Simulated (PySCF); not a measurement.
# Exercise with solution: refractive index and permittivity of the vapour

In(H)2(vinyl) (C₂H₅In), SMILES C=[CH][InH2].

Geometry: PBE-D3(BJ)/def2-SVP. The def2 effective core potentials stand for the cores of In; spin–orbit coupling is left out.

PBE/def2-TZVPD in PySCF gives a mean static polarisability of 70.3 bohr³ and a dipole moment of 0.65 D. Take an ideal gas at 298.15 K and 0.01 bar, whether or not the substance is that volatile.

Question: Work out n − 1 in the optical limit and the static ε − 1.

Answer: 
Polarisability volume α' = 70.3 × 0.148185 = 10.42 Å³. Number density N = p/kT = 2.43e-7 Å⁻³.
Dilute limit of Lorentz–Lorenz: n − 1 = 2π N α' = 1.6e-5.
Orientation term of Debye: μ²/(3kT) = 8.098 Å³ × μ²(D²) = 3.42 Å³.
ε − 1 = 4π N (α' + μ²/3kT) = 4.2e-5. Orientation of the dipole supplies 25 % of the static response; it can't follow optical fields. Vibrational polarisation and dispersion are left out.
